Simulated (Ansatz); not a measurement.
Problem. Name a neutral molecule of B, C, F, Ge, N and H with size of the dipole moment (ωB97M-V/def2-TZVPP) between 2.20 and 2.50 D and size of the dipole moment (PBE/def2-TZVPP) between 2.00 and 2.30 D (Ansatz, PBE0-D4/def2-TZVP geometry).

Solution. `NB(F)[CH2][GeH3]` (2.22 D, 2.24 D). Other molecules can fit too; these were computed, each in one conformer that needn't be the lowest.
